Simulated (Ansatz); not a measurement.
`FBF` + HBr → `FBBr` + H–F at 298.15 K and 1 bar (ligand exchange at a B–F bond).

Gas-phase electronic energies from Ansatz, PBE0-D4/def2-TZVP geometries. CCSD(T)/CBS adds triple-zeta CCSD(T) − MP2 to the extrapolated MP2 energy (def2 sets, frozen cores). This one scheme is used for every species. For Br outer-core shells are correlated without core-valence functions, which leaves a few kJ/mol of doubt a bond. Scalar relativity is left out up to krypton.

```json
{"species": "`FBF`", "CCSD(T)/CBS energy (Eh)": "-225.09427", "H − E (kJ/mol)": "57.8", "S (J/(mol·K))": "244.5"}
{"species": "HBr", "CCSD(T)/CBS energy (Eh)": "-2573.91920", "H − E (kJ/mol)": "24.6", "S (J/(mol·K))": "198.6"}
{"species": "`FBBr`", "CCSD(T)/CBS energy (Eh)": "-2698.59010", "H − E (kJ/mol)": "53.1", "S (J/(mol·K))": "273.8"}
{"species": "H–F", "CCSD(T)/CBS energy (Eh)": "-100.39570", "H − E (kJ/mol)": "33.5", "S (J/(mol·K))": "173.6"}
```

H − E and S are ideal-gas, rigid-rotor, harmonic terms from PBE0-D4/def2-TZVP. 1 Eh = 2625.50 kJ/mol, R = 8.31446 J/(mol·K).

Problem. By hand: ΔE, ΔH, ΔS and ΔG.

Solution. ΔE = (-2698.59010) + (-100.39570) − (-225.09427) − (-2573.91920) = 0.02767 Eh = 72.6 kJ/mol. Δ(H − E) = 53.1 + 33.5 − 57.8 − 24.6 = 4.2, so ΔH = 76.8 kJ/mol. ΔS = 273.8 + 173.6 − 244.5 − 198.6 = 4.3 J/(mol·K). ΔG = 76.8 − 298.15 × (4.3)/1000 = 75.5 kJ/mol.

Problem. By hand: the equilibrium constant, and the temperature at which ΔG would vanish if ΔH and ΔS stayed fixed.

Solution. log₁₀ K = −ΔG/(RT ln 10) = -13.2. ΔG = 0 at ΔH/ΔS = 17860 K, far beyond where these terms or the molecules hold.

The number of gas molecules stays the same, so ΔS is small and ΔH decides. A doubt of 5 kJ/mol in ΔE shifts log₁₀ K by 0.9 here. These are equilibria of isolated gas molecules and say nothing of rates. Largest T1 diagnostic: 0.013 (customary marks: 0.02 for closed shells, 0.045 for open ones).
